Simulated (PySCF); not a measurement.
# Distorted geometries of [NdF4]−

[NdF4]− (singlet in the valence; each metal's 4f electrons, 3 of them, lie in its core potential, out of spins and levels). PySCF 2.14.0, RKS TPSS, Nd lcecp-1-SVP with ECP49, F def2-SVP; non-relativistic Hamiltonian with scalar-relativistic core potentials where named; density fitting; no spin-orbit coupling. Relaxed geometry:

```xyz
5

Nd    0.0000    0.0000    0.0000
F     1.2375    1.2375    1.2375
F    -1.2375   -1.2375    1.2375
F     1.2375   -1.2375   -1.2375
F    -1.2375    1.2375   -1.2375
```

Question: Order these distorted geometries by energy above the relaxed one, lowest first.
A.
```xyz
5

Nd   -0.2212    0.1195    0.0100
F     1.3585    1.3994    1.1739
F    -1.3651   -1.2779    1.1929
F     1.2062   -1.4645   -0.9237
F    -0.9784    1.2235   -1.4532
```
B.
```xyz
5

Nd   -0.0285   -0.0469   -0.0593
F     1.2357    1.1869    1.2598
F    -1.2406   -1.1983    1.3018
F     1.2511   -1.2151   -1.2358
F    -1.2178    1.2733   -1.2664
```
C.
```xyz
5

Nd   -0.1260   -0.1294    0.1698
F     1.3403    1.0678    1.3092
F    -1.1338   -1.2802    1.2184
F     1.1712   -1.0059   -1.4371
F    -1.2517    1.3477   -1.2602
```

Answer: B (0.07 eV), A (0.86 eV), C (1.45 eV).

Question: Which forces (eV/Å) act in the one that lies 0.07 eV up?

Answer: 
```
Nd  -0.05  1.02  1.24
F   -0.45 -0.44 -0.54
F    0.06  0.01 -0.22
F    0.42 -0.49 -0.47
F    0.02 -0.10 -0.01
```
Forces carry noise of the integration grid, about 0.01 to 0.03 eV/Å.

No frequency check is given that shows the relaxed geometry to be a minimum. An lcecp potential fixes the number of 4f electrons, so in runs with it no electron can move into or out of that shell.
